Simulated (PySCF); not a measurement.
A GIAO shielding run with PySCF 2.14 (density fitting, non-relativistic, gas phase) on SMILES FC(=C([C@@](CC)([SiH3])Cl)F)F, C₅H₈ClF₃Si:

```
$ OMP_NUM_THREADS=1 python probes_run.py task.json out

{"job": {"kind": "nmr", "xc": "PBE0", "basis": "pcSseg-1"}, "charge": 0, "multiplicity": 1}
C      1.762851    -0.628908    -0.437283
C      0.841404    -0.577682     0.775915
C     -0.393644     0.282187     0.522609
Si    -0.053719     2.158855     0.216236
Cl    -1.371307     0.281942     2.055042
C     -1.262572    -0.269557    -0.549839
F     -1.562553     0.593773    -1.549178
C     -1.786246    -1.488072    -0.635368
F     -2.562346    -1.918497    -1.619900
F     -1.595051    -2.448118     0.256370
H      1.231298    -0.987278    -1.316167
H      2.167423     0.356155    -0.655791
H      2.590794    -1.305443    -0.241530
H      1.380298    -0.155198     1.625642
H      0.538102    -1.590909     1.049929
H      0.585923     2.324501    -1.086664
H      0.827067     2.551742     1.312084
H     -1.346481     2.826824     0.266236
```

Hardware: 1 thread of an Arm Neoverse N1, shared host. The job also computes population analyses, field gradients.

(1) How large is the calculation?

(2) How long does it take, and how much memory does it need?

Results:

(1) 96 electrons, 224 basis functions and 1208 auxiliary functions.

(2) 93 s of wall time, with 14 SCF cycles and 5 response iterations; peak memory 1 GiB. Times on a shared host scatter by some tens of per cent.
